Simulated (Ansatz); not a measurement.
Reaction (formal loss of a carbene): `O[Si](O)(Cl)C[SiH2]Cl` → `[CH2]` (triplet) + `O[Si](O)(Cl)[SiH2]Cl`

Program: Ansatz. Geometries: PBE0-D4/def2-TZVP. ΔE: electronic, gas phase. CBS: MP2 limit from def2 TZ/QZ plus the TZ coupled-cluster correction, frozen cores. This one scheme is used for every species. Triplets are unrestricted, without spin–orbit coupling. One conformer a species, not always the lowest.

```
                species  CCSD(T)/CBS(def2) energy (Eh)
`O[Si](O)(Cl)C[SiH2]Cl`                    -1689.97410
      `[CH2]` (triplet)                      -39.09499
 `O[Si](O)(Cl)[SiH2]Cl`                    -1650.68201
```

Q: Work out ΔE.

A: ΔE = (-39.09499) + (-1650.68201) − (-1689.97410) = 0.19710 Eh = +517.5 kJ/mol.

Largest T1 diagnostic among the species: 0.011.

In def2-TZVPP, CCSD(T) changes the Hartree–Fock value by +143.4 kJ/mol (the triples alone add +12.0 kJ/mol) and MP2 by +164.3 kJ/mol. The D4 term adds +17.5 kJ/mol with B3LYP and +9.5 kJ/mol with PBE0; it sums over pairs of atoms, weighted by their polarisabilities, and B3LYP, whose exchange is more repulsive, gets the larger term.

B3LYP here is the variant with VWN-RPA as its local correlation; programs differ in this.
